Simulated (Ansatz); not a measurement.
B(PF3)H3 (BPH₃F₃). Total charge 0; singlet. Geometry relaxed at B3LYP-D4/def2-SVP.

```xyz
8

B     0.383   -1.009    0.242
P    -0.262    0.686   -0.165
F    -1.665    0.795   -0.876
F     0.599    1.590   -1.129
F    -0.484    1.695    1.025
H     1.458   -0.767    0.756
H     0.438   -1.545   -0.848
H    -0.466   -1.446    0.995
```

Problem. Estimate the harmonic wavenumbers at RKS B3LYP-D4/def2-SVP (Ansatz, unscaled). Is this a minimum?

Solution. 171, 171, 191, 345, 345, 423, 596, 698, 698, 926, 945, 945, 1071, 1107, 1107, 2458, 2561, 2563 cm⁻¹. Yes, no mode is imaginary beyond noise. Zero-point energy 103.6 kJ/mol. Hardware: 4 threads of Intel Xeon on a shared host. Wall time 2.1 min.
